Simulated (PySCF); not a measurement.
C$_{4}$H$_{15}$NSi$_{3}$, singlet, geometry from GFN2-xTB; MP2/pcseg-0 (PySCF).

Input for PySCF:
```python
from pyscf import gto, scf, mp

mol = gto.Mole()
mol.atom = '''
    N     2.55866277   -1.10403945   -0.05229455
    Si    1.15175563   -0.77723189   -0.99375346
    C     0.09576344    0.48123035   -0.02199139
    Si    0.97478050    2.17505104    0.00933216
    C    -0.18060913    0.01173278    1.41185906
    C    -1.11122073   -1.20334654    1.38520114
    Si   -2.35151271   -0.79174026    0.00193492
    C    -1.28246139    0.61805557   -0.70057706
    H     2.44403959   -1.41189608    0.89951187
    H     3.30014705   -1.62853491   -0.48548801
    H     0.35184830   -1.96450091   -1.35313877
    H     1.66150044   -0.18938841   -2.23561960
    H     0.12107639    3.12137022    0.74318519
    H     2.26969339    2.09543522    0.68441510
    H     1.14577763    2.67412430   -1.35659824
    H     0.74959160   -0.20460651    1.94343829
    H    -0.68393817    0.81548047    1.96074505
    H    -1.56407652   -1.36517551    2.36267727
    H    -0.54329909   -2.10311243    1.14624250
    H    -3.64146641   -0.32142243    0.52194611
    H    -2.57388256   -1.90387651   -0.92677421
    H    -1.73767386    1.57945643   -0.44451275
    H    -1.18913850    0.60378603   -1.78610904
'''
mol.basis = 'pcseg-0'
mol.verbose = 5
mol.build()

mf = scf.RHF(mol)
mf.kernel()

pt = mp.MP2(mf, frozen=20)
pt.kernel()
print('E(MP2) = %.10f' % pt.e_tot)
```

**Question.** Predict the main parts of the log of this PySCF run.

**Answer.** 
```
PySCF version 2.14.0

[INPUT] verbose = 5
[INPUT] max_memory = 4000
[INPUT] num. atoms = 23
[INPUT] num. electrons = 88
[INPUT] charge = 0
[INPUT] spin (= nelec alpha-beta = 2S) = 0
[INPUT] symmetry False subgroup None
[INPUT] Mole.unit = angstrom
[INPUT] Symbol           X                Y                Z      unit          X                Y                Z       unit  Magmom
[...]
[INPUT] ---------------- BASIS SET ----------------
[INPUT] l, kappa, [nprim/nctr], expnt,             c_1 c_2 ...
[INPUT] N
[...]
                                98.61             0.143088    0    0
                                22.0574            0.5    0    0
                                5.82324           0.630731    0    0
                                0.637084             0    1    0
                                0.199637             0    0    1
[...]
                                1.28076            0.5    0
                                0.27895              0    1
[INPUT] H
[...]
                                0.660487           0.5    0
                                0.136687             0    1
[INPUT] C
[...]
                                71.19             0.144462    0    0
                                15.886             0.5    0    0
                                4.16469           0.628138    0    0
                                0.442581             0    1    0
                                0.142836             0    0    1
[...]
                                0.87986            0.5    0
                                0.192992             0    1
[INPUT] Si
[...]
                                1036.76           0.0430578    0    0    0
                                235.605           0.193401    0    0    0
                                65.7222            0.5    0    0    0
                                20.5033           0.454881    0    0    0
                                2.99923              0  0.5    0    0
                                1.07285              0 0.274557    0    0
                                0.226898             0    0    1    0
                                0.0835968            0    0    0    1
[...]
                                21.9339           0.17145    0    0
                                6.49656           0.455919    0    0
                                2.00737            0.5    0    0
                                0.4809               0    1    0
                                0.120188             0    0    1

nuclear repulsion = 658.003573758537
number of shells = 31
number of NR pGTOs = 201
number of NR cGTOs = 114
basis = pcseg-0
ecp = {}

******** <class 'pyscf.scf.hf.RHF'> ********
method = RHF
initial guess = minao
damping factor = 0
level_shift factor = 0
DIIS = <class 'pyscf.scf.diis.CDIIS'>
diis_start_cycle = 1
diis_space = 8
diis_damp = 0
SCF conv_tol = 1e-09
SCF conv_tol_grad = None
SCF max_cycles = 50
direct_scf = True
direct_scf_tol = 1e-13
Set gradient conv threshold to 3.16228e-05
Initial guess from minao.
E1 = -2797.49235805278  E2 = 1058.6781229787057  Ecoul = 1152.8487522857176  Exc = -94.17062930701195
init E= -1080.81066131554
cond(S) = 1771.525335969047
[...]
  mo_energy =
[-68.67399834 -68.67130394 -68.67117206 -15.60566273 -11.29987685
 -11.29579077 -11.29552216 -11.29238466  -6.03725706  -6.03342673
  -6.03339439  -4.22281412  -4.22106944  -4.22089694  -4.2198443
  -4.21894032  -4.21861979  -4.21842339  -4.21825019  -4.21791388
  -1.62247626  -1.4182607   -1.2786585   -1.10416612  -0.90670947
  -0.83041452  -0.7476122   -0.72086375  -0.64656784  -0.58085362
  -0.55994215  -0.53608135  -0.49505758  -0.45465642  -0.43385174
  -0.4162751   -0.38424904  -0.37797768  -0.36331544  -0.3565102
  -0.31529219  -0.30718595  -0.28923641  -0.25431034   0.07754631
   0.08788067   0.11027946   0.1331064    0.14400966   0.15001829
   0.15615422   0.17629067   0.17724615   0.19524569   0.20370253
[...]
E1 = -2798.8661933671874  E2 = 1061.1859248110338  Ecoul = 1154.7097820764084  Exc = -93.52385726537455
cycle= 9 E= -1079.67669479762  delta_E= -1.68e-09  |g|= 1.5e-05  |ddm|= 0.000193
[...]
  mo_energy =
[-68.74445923 -68.72785892 -68.72216024 -15.52712179 -11.24516598
 -11.23534673 -11.23098288 -11.22170058  -6.06390604  -6.05213488
  -6.04618955  -4.26911938  -4.26863577  -4.26810182  -4.25700099
  -4.2564535   -4.25579192  -4.25080149  -4.25068574  -4.24991444
  -1.1334701   -1.10301734  -0.97855863  -0.89229153  -0.79116607
  -0.7352573   -0.70279617  -0.6900415   -0.66096785  -0.62293571
  -0.60175362  -0.59301551  -0.55248632  -0.53199771  -0.50827838
  -0.49705451  -0.48246561  -0.4701853   -0.46529454  -0.45875175
  -0.432382    -0.42193031  -0.39969532  -0.37780477   0.15278636
   0.15547549   0.1740252    0.1880261    0.19861072   0.20775762
   0.21513689   0.22381646   0.24105942   0.2474123    0.26191734
   0.27327975   0.28290991   0.29453946   0.30416395   0.30783998
   0.32567825   0.34019735   0.3562445    0.36146398   0.37731039
   0.41797086   0.44924988   0.47463429   0.50316706   0.5092367
   0.68700446   0.73040168   0.7600802    0.7868759    0.80319232
   0.83651465   0.86752026   0.88584436   0.90083823   0.9338275
   0.95218946   0.98310565   0.99816797   1.01611163   1.02479502
   1.03539826   1.05068567   1.05693376   1.06484651   1.07692547
   1.09573942   1.10600195   1.10864653   1.124725     1.14660369
   1.16314394   1.18431773   1.21341767   1.23618848   1.24508339
   1.25196495   1.27873847   1.29415194   1.30990919   1.31543774
   1.36480535   1.39059329   1.45749392   1.47565152   1.5809421
   1.65187761   1.67704879   1.70814081   1.79886008]
E1 = -2798.866254295617  E2 = 1061.1859857393742  Ecoul = 1154.7098477124973  Exc = -93.52386197312308
cycle= 10 E= -1079.67669479771  delta_E= -8.94e-11  |g|= 3.5e-06  |ddm|= 3.98e-05
[...]
  mo_energy =
[-68.7444606  -68.72786026 -68.72216151 -15.5271197  -11.24516449
 -11.23534642 -11.23098182 -11.22170105  -6.06390714  -6.05213588
  -6.04619049  -4.26912051  -4.2686369   -4.26810297  -4.25700203
  -4.25645455  -4.25579296  -4.25080247  -4.25068671  -4.24991541
  -1.13346968  -1.10301709  -0.9785585   -0.89229149  -0.79116606
  -0.73525744  -0.7027962   -0.69004153  -0.66096762  -0.62293552
  -0.60175367  -0.59301537  -0.55248633  -0.53199764  -0.50827851
  -0.49705456  -0.48246563  -0.47018552  -0.46529477  -0.45875191
  -0.4323822   -0.42193036  -0.39969518  -0.37780475   0.15278621
   0.15547537   0.17402504   0.18802595   0.19861058   0.20775745
   0.21513679   0.22381628   0.24105945   0.24741224   0.2619173
   0.27327962   0.28290992   0.29453947   0.3041639    0.30783998
   0.3256782    0.3401974    0.35624447   0.36146395   0.37731034
   0.4179709    0.44924993   0.47463423   0.50316692   0.50923659
   0.68700427   0.73040148   0.76008004   0.7868757    0.80319209
   0.83651439   0.86752014   0.8858442    0.90083811   0.93382738
   0.95218934   0.98310558   0.9981678    1.01611145   1.02479496
   1.0353983    1.05068561   1.05693356   1.06484638   1.07692534
   1.09573921   1.10600165   1.10864655   1.12472493   1.14660368
   1.16314404   1.18431778   1.21341767   1.23618863   1.24508342
   1.2519652    1.2787387    1.29415206   1.30990946   1.31543786
   1.36480553   1.39059342   1.45749398   1.47565153   1.58094257
   1.65187792   1.6770489    1.70814114   1.79886061]
E1 = -2798.8662444068477  E2 = 1061.1859758505936  Ecoul = 1154.709836948729  Exc = -93.52386109813528
Extra cycle  E= -1079.67669479772  delta_E= -1.11e-11  |g|= 1.49e-06  |ddm|= 1.08e-05
converged SCF energy = -1079.67669479772

******** <class 'pyscf.mp.mp2.RMP2'> ********
nocc = 24, nmo = 94
frozen orbitals 20
transform (ia|jb) incore
E(RMP2) = -1080.32313081429  E_corr = -0.646436016569811
E(SCS-RMP2) = -1080.33281913917  E_corr = -0.65612434145463
E_corr(same-spin) = -0.137998705879781
E_corr(oppo-spin) = -0.50843731069003
E(MP2) = -1080.3231308143
```
